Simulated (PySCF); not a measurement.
Krypton: a sound run and one with changed settings

Sound run: Kr [Kr], Kr⁺ [Ar] 3d10 4s2 4p5. Calculation: PySCF 2.14, in 6-31G* (5s4p3d, 32 functions); the non-relativistic Hamiltonian (point nucleus). In the sound run the correlated levels freeze [Ar] 3d10. The sound run starts from symmetry-adapted Hartree-Fock orbitals and uses a fine grid where one is needed.

A second run was set up differently.

```json
{"species": "Kr", "method": "MP2", "sound run (hartree)": "-2751.79530", "changed run (hartree)": "-2751.95341", "converged": "yes"}
{"species": "Kr⁺", "method": "MP2", "sound run (hartree)": "-2751.28775", "changed run (hartree)": "-2751.44480", "converged": "yes"}
```

Ionisation energy of Kr:

```json
{"method": "UHF", "sound run (eV)": "13.166", "changed run (eV)": "13.166"}
{"method": "MP2", "sound run (eV)": "13.811", "changed run (eV)": "13.840"}
{"method": "SCS-MP2", "sound run (eV)": "13.735", "changed run (eV)": "13.751"}
```

Task: What was changed?
A. basis contracted for another Hamiltonian
B. too few SCF iterations
C. all electrons correlated in a valence basis
D. level shift left on

Result: C. A valence basis has no tight correlating functions, so it recovers only part of the core correlation, and not evenly between atom and ion.
